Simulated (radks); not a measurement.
Zn+, configuration [Ar] 3d10 4s1 (the NIST ground configuration). All-electron calculation, Dirac Kohn-Sham, PBE, spin-unpolarised, spherical densities, finite nucleus; Fermi nuclear charge, rms radius 3.9283 fm. Program: a radial shooting solver on a logarithmic mesh with Libxc functionals.

X-ray form factor f0, the Fourier transform of the density (f0(0) = 29):

sin(theta)/lambda (1/angstrom),f0 (electrons)
0.05,28.596
0.1,27.500
0.15,25.965
0.2,24.228
0.25,22.438
0.3,20.673
0.4,17.381
0.5,14.550
0.6,12.252
0.8,9.142
1,7.440
1.25,6.273
1.5,5.469
2,4.059
